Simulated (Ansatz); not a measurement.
Cs3. Charge 0, multiplicity 4. Geometry PBE/def2-TZVP; atoms count from 1.

```xyz
3

Cs    2.765   -1.809    0.150
Cs   -2.563   -0.698    1.998
Cs   -0.202    2.507   -2.148
```

In the def2 sets Cs takes a core potential; there is no spin–orbit coupling. At PBE0/def2-TZVP a doublet of charge 0 lies 0.51 eV below the quartet, each at its own geometry. The structure comes from a short search, and lower isomers may exist.

(1) Estimate the Mulliken populations from the PBE0/def2-TZVP orbitals of Ansatz.

(2) Where does the spin sit?

(3) And the Mayer bond orders between bonded heavy atoms (over 0.3)?

## Answers

(1) 
| atom | charge (e) | spin (α − β) |
| --- | --- | --- |
| Cs1 | 0.00 | 1.00 |
| Cs2 | 0.00 | 1.00 |
| Cs3 | 0.00 | 1.00 |
Mulliken values and Mayer orders depend strongly on the basis.

(2) Summed by element: Cs 3.00, of 3 unpaired in all. Largest on single atoms: Cs3 1.00, Cs1 1.00, Cs2 1.00.

(3) Cs1–Cs2 0.32 (5.75 Å); Cs1–Cs3 0.32 (5.72 Å); Cs2–Cs3 0.32 (5.75 Å).
